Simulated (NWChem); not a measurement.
# TiCl$_{4}$; SMILES [Cl][Ti]([Cl])([Cl])[Cl]

```xyz
5

Ti    -0.0001     0.0000     0.0000
Cl     1.5086    -0.9526     1.2401
Cl    -1.4920     0.9407     1.2688
Cl     0.9385     1.5063    -1.2535
Cl    -0.9550    -1.4944    -1.2553
```
Atoms are numbered in this order, from 1.

Level: PBE-D3(BJ)/def2-SVP (NWChem), optimised geometry, unscaled harmonic frequencies. 

### Question
List the harmonic frequencies with IR intensities, and the thermochemistry.

### Answer
```csv
frequency (cm⁻¹),IR intensity (km/mol)
113,0.0
113,0.0
131,0.5
131,0.5
131,0.5
373,0.0
499,106.2
499,106.2
499,106.2
```

```
Item                                                                                Value
-----------------------------------------------------------------------  ----------------
zero-point energy                                                            3.6 kcal/mol
thermal correction to the enthalpy at 298.15 K (with zero-point energy)      8.7 kcal/mol
heat capacity Cv                                                         20.9 cal/(mol K)
entropy at 298.15 K and 1 atm (symmetry number 12)                       84.6 cal/(mol K)
dipole moment                                                                      0.00 D
```

Rigid rotor and harmonic oscillator.
